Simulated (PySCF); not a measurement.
C₂H₉ClOSi₂, SMILES CCO[SiH2][SiH2]Cl.

Geometry optimised at B3LYP-D3(BJ)/def2-SVP. The structure was generated by enumeration, and PubChem lists no compound with its InChIKey, so it may never have been made. One conformer was computed; it need not be the lowest.

Level of theory: PBE/def2-TZVP in PySCF.

Symmetry labels are those of the subgroup Cs that the program uses (full group Cs).

Task: List the valence orbital energies around the gap with their symmetry. (The exact figures need the calculation; the answer reports its results.)

Result: 
| orbital | symmetry | energy (eV) |
|---|---|---|
| HOMO−7 | A' | -9.36 |
| HOMO−6 | A" | -9.12 |
| HOMO−5 | A' | -8.46 |
| HOMO−4 | A" | -8.37 |
| HOMO−3 | A' | -7.58 |
| HOMO−2 | A" | -7.53 |
| HOMO−1 | A' | -6.83 |
| HOMO | A" | -6.71 |
| LUMO | A' | -1.68 |
| LUMO+1 | A" | -0.50 |
| LUMO+2 | A' | -0.28 |
| LUMO+3 | A' | 0.17 |
